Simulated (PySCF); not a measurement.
**Does the structure fit the spectrum?**

A compound C$_{5}$H$_{9}$FSi$_{2}$ gives the data below (simulated from a calculation) and was assigned the structure `CC1=C[SiH2]C=C[Si@@H]1F`.

$^{13}$C{$^{1}$H} NMR (computed): δ 178.8 (C), 150.5 (C), 144.1 (CH2), 139.2 (CH), 15.3 (CH3).

$^{1}$H NMR (300 MHz, computed): δ 6.62 (m, 1H), 6.43 (m, 1H), 6.26 (m, 1H), 4.90 (m, 1H), 4.77 (m, 1H), 4.67 (m, 1H), 2.03 (s, 3H).

[PySCF 2.14.0 with density-fitted response routines: GIAO PBE0/pcSseg-1 shieldings; GFN2-xTB geometry; relativity neglected; gas phase; single conformer; fast rotation and ring inversion assumed for equivalent nuclei]

Shifts are taken against calculated references (same method and geometry level): $^{1}$H (σref 31.72) and $^{13}$C (σref 186.93) against TMS.

Question: Compare with the shifts computed for the proposed structure, pairing carbons in order of shift.

Answer: Structure with atom numbers: `[CH3:1][C:2]1=[CH:3][SiH2:4][CH:5]=[CH:6][Si@@H:7]1[F:8]`; H(Xn) means a hydrogen on atom n.

| atom | computed for proposal | given list | difference |
| --- | --- | --- | --- |
| C2 | 167.4 | 178.8 | -11.4 |
| C5 | 156.8 | 150.5 | +6.3 |
| C6 | 155.3 | 144.1 | +11.2 |
| C3 | 143.2 | 139.2 | +4.0 |
| C1 | 31.2 | 15.3 | +15.9 |

The rms difference is 10.6 ppm and the largest +15.9 ppm at C1 (allylic methyl carbon). The carbon types in order of shift don't match either: C, CH, CH, CH, CH3 for the proposal against C, C, CH2, CH, CH3 in the data. The proposal doesn't fit.

Question: Which isomer fits?

Answer: SMILES [SiH2]1[Si@@H](C=C)C(C)=C1F.

1. Carbon types of the structure: 2 × C, 1 × CH, 1 × CH2, 1 × CH3, leaving 3 H on heteroatoms.
2. δC 178.8, 150.5: fully substituted alkene carbon.
3. δC 144.1: terminal =CH2 carbon; as expected for a trigonal carbon in a double bond.
4. δC 139.2: alkene CH; the olefinic region.
5. δH 6.62, 6.26: hydrogen on a terminal =CH2 carbon; a vinylic proton, deshielded by the sp2 carbon and the C=C anisotropy.

Other isomers checked: C#C[SiH2][Si@H]1C[C@@H](F)C1 (rms 72.0 ppm).

This is the structure that produced the data.

Splittings by $^{19}$F in the carbon and heteronuclear signals aren't shown, as no couplings were computed. Shifts are as computed. Against solution values, carbons near 30 ppm lie about +3 ppm off and those near 130 ppm about +5 ppm. Of 1309 compounds with measured shifts, 239 miss one by over three times the rms of a fit or turn the order of signals round; such compounds aren't used in these exercises. Multiplicities follow the n + 1 count of equivalent neighbours, as no J values were calculated; m marks all less simple cases, F and P coupling included.
